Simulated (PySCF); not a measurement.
Correlation energy of Au⁺ (gold, charge +1)

[Xe] 4f14 5d9 6s1, high-spin 3D determinant (an excited configuration). Computed with PySCF 2.14 in aug-cc-pVDZ-PP with ECP60MDF (5s5p4d2f, 54 functions), with scalar relativity through the core potential. Frozen: 5s2 5p6; 10 electrons correlated.

```
  level  correlation energy (mhartree)
   CCSD                        -245.37
    (T)                          -4.95
CCSD(T)                        -250.32
```

Diagnostics: T1 = 0.0080, D1 = 0.0259, largest double amplitude 0.019.

Spin-orbit coupling, absent here, splits the open shell strongly.

Cost of the coupled-cluster step: roughly 13 core-seconds, for 10 correlated electrons.

Iterations:

```
CC2 = 0
CCSD nocc = (np.int64(6), np.int64(4)), nmo = (50, 50)
frozen orbitals [[0, 1, 2, 3], [0, 1, 2, 3]]
max_cycle = 100
direct = 0
conv_tol = 1e-08
conv_tol_normt = 1e-06
diis_space = 8
diis_start_cycle = 0
Init t2, MP2 energy = -0.254208845098961
Init E_corr(UCCSD) = -0.254208845099149
cycle = 1  E_corr(UCCSD) = -0.241869373455591  dE = 0.0123394716  norm(t1,t2) = 0.038509
cycle = 2  E_corr(UCCSD) = -0.244987023952772  dE = -0.0031176505  norm(t1,t2) = 0.00957926
cycle = 3  E_corr(UCCSD) = -0.245200544590324  dE = -0.000213520638  norm(t1,t2) = 0.00362353
cycle = 4  E_corr(UCCSD) = -0.245380565838869  dE = -0.000180021249  norm(t1,t2) = 0.000952267
cycle = 5  E_corr(UCCSD) = -0.245377331773388  dE = 3.23406548e-06  norm(t1,t2) = 0.000309194
cycle = 6  E_corr(UCCSD) = -0.245371635955567  dE = 5.69581782e-06  norm(t1,t2) = 0.000133419
cycle = 7  E_corr(UCCSD) = -0.245376046588585  dE = -4.41063302e-06  norm(t1,t2) = 8.16596e-05
cycle = 8  E_corr(UCCSD) = -0.245374696541521  dE = 1.35004706e-06  norm(t1,t2) = 3.54226e-05
cycle = 9  E_corr(UCCSD) = -0.245374367019583  dE = 3.29521939e-07  norm(t1,t2) = 7.9717e-06
cycle = 10  E_corr(UCCSD) = -0.245374542115658  dE = -1.75096075e-07  norm(t1,t2) = 2.3031e-06
cycle = 11  E_corr(UCCSD) = -0.245374528703973  dE = 1.34116852e-08  norm(t1,t2) = 7.13597e-07
cycle = 12  E_corr(UCCSD) = -0.245374530421112  dE = -1.71713938e-09  norm(t1,t2) = 1.69881e-07
UCCSD converged
E(UCCSD) = -134.6634998157906  E_corr = -0.2453745304211123
UCCSD(T) correction = -0.00495210627442414
```
